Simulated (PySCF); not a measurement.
**C5H6F2OSi: full NMR table**

```
Formula                               : C5H6F2OSi
SMILES                                : C#C/C=C/CO[SiH](F)F
Point group of the computed structure : C1
Degrees of unsaturation               : 3
Carbon signals                        : 5
Proton signals                        : 5
```

Atom-mapped SMILES (the numbers label the heavy atoms): `[CH:1]#[C:2]/[CH:3]=[CH:4]/[CH2:5][O:6][SiH:7]([F:8])[F:9]`; H(Xn) means a hydrogen on atom n.

Computed data (PySCF 2.14): GFN2-xTB structure, NMR shieldings at PBE0/pcSseg-1/GIAO. Averaged over atoms made equivalent by symmetry, fast rotation or ring inversion, a single conformation, relativity neglected, in vacuum.

References, each an isolated molecule treated in the same way: ¹H and ¹³C and ²⁹Si vs TMS; CFCl3 for ¹⁹F; ¹⁷O against H2O.

| carbon | δC, type | δH (multiplicity) | HMBC from (2–3 bonds) | span of the C tensor (ppm) |
| --- | --- | --- | --- | --- |
| C1 | 90.3, CH | 2.77 (d) | H(C3) | 168 |
| C2 | 85.6, C | – | H(C4), H(C3), H(C1) | 297 |
| C3 | 117.7, CH | 5.81 (m) | H(C4), H(C5), H(C1) | 192 |
| C4 | 153.0, CH | 6.77 (m) | H(C3), H(C5) | 231 |
| C5 | 67.6, CH2 | 4.77 (d) | H(C4), H(C3), H(Si7) | 57 |

Other nuclei:
| atoms | nucleus | environment | δ (ppm) | σ (ppm) |
| --- | --- | --- | --- | --- |
| H(Si7) | ¹H | hydrogen on a silicon bonded to 2 F, O | 4.44 | 27.27 |
| F8/F9 | ¹⁹F | fluorine bonded to Si | -148.7 | 319.6 |
| Si7 | ²⁹Si | silicon bonded to 2 F, O, H | -66.4 | 415.5 |
| O6 | ¹⁷O | oxygen bonded to C, Si | 62.3 | 273.8 |

1. Carbon types of the structure: 1 × C, 3 × CH, 1 × CH2, leaving 1 H on heteroatoms.
2. δC 153.0, 117.7: alkene CH; as expected for a trigonal carbon in a double bond.
3. δC 90.3: terminal alkyne carbon; sp carbons lie upfield of alkene carbons because the cylindrical π system leaves one tensor component strongly shielded.
4. δC 85.6: alkyne carbon; sp carbons lie upfield of alkene carbons because the cylindrical π system leaves one tensor component strongly shielded.
5. δC 67.6: allylic sp3 CH2 bonded to O; pulled downfield by the heteroatom.
6. δH 4.77: hydrogen on an allylic sp3 CH2 bonded to O; its carbon carries O, an electronegative neighbour.

Splittings by ¹⁹F in the carbon and heteronuclear signals aren't shown, as no couplings were computed. Shifts are as computed. Against solution values, carbons near 30 ppm lie about +3 ppm off and those near 130 ppm about +5 ppm. Of 1211 compounds with measured shifts, 218 miss one by over three times the rms of a fit or turn the order of signals round; such compounds aren't used in these exercises. Unscaled 19F shifts against computed CFCl3 carry errors that often reach 10 to 50 ppm. Experimental scales use liquid or dissolved standards, which lie at an offset from isolated H2O (liquid H2O: subtract about 36 ppm). Multiplicities follow the n + 1 count of equivalent neighbours, as no J values were calculated; m marks all less simple cases, F and P coupling included.
